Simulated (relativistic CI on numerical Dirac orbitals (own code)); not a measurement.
Hyperfine structure of Ir68+, mass number 191

Computed by Dirac-Coulomb-Breit CI, separate exchange-only KLI orbitals for each configuration, model QED (radiative potential, 1s self-energy scaled to tabulated hydrogen-like ionisation energies), unscaled Slater integrals (own radial code, finite nucleus).

Configurations in the expansion (outside the closed core 1s2): 2s²2p⁵, 2s2p⁶, 2p⁶3s, 2s²2p⁴3s, 2p⁶3p, 2s²2p⁴3p, 2p⁶3d, 2s²2p⁴3d, 2s2p⁵3s, 2s2p⁵3p, 2s2p⁵3d, 2s²2p⁴4s, 2s²2p⁴4p, 2s²2p⁴4d, 2s²2p⁴4f, 2s²2p³3s². Levels of other configurations are missing.

Nuclear spin I = 3/2, μ = 0.1502 μN, Q = 0.816 b (tables of Stone and Pyykkö). The electronic factors are computed for point nuclear moments, without core polarisation or the Bohr-Weisskopf and QED corrections.

```csv
Level,E (eV),A (GHz),B (GHz)
2s²2p⁵ ²P°3/2,0.00,93.79,-1510
2s²2p⁵ ²P°1/2,1671.30,897.8,
2s2p⁶ ²S1/2,2181.80,2790,
2s²2p⁴3s ⁴P5/2,9169.15,230.7,80.7
2s²2p⁴3s ²P3/2,9180.84,-43.47,31.2
2s²2p⁴3s ²S1/2,9238.38,779,
2s²2p⁴3p ²P°1/2,9380.25,258.1,
2s²2p⁴3p ⁴D°7/2,9785.02,64.94,523
```

Levels with J = 0, under 50 % of one LS term, or S terms without an open s electron are left out. Small factors come from cancelling terms and can be off by tens of per cent or more.

At this charge energies of transitions that change n are usually good to better than 1 %, and those within a shell (Δn = 0) to a few per cent.

(1) Give the hyperfine levels of 2s²2p⁵ ²P°1/2 relative to its centre of gravity.

## Answers

(1) With K = F(F + 1) − I(I + 1) − J(J + 1), E = AK/2: F = 1: -1122, F = 2: 673.4 GHz.

LS names give the leading component of a level, which can be under half, so a name can repeat, a term be missing and a line seem to break the LS rules.
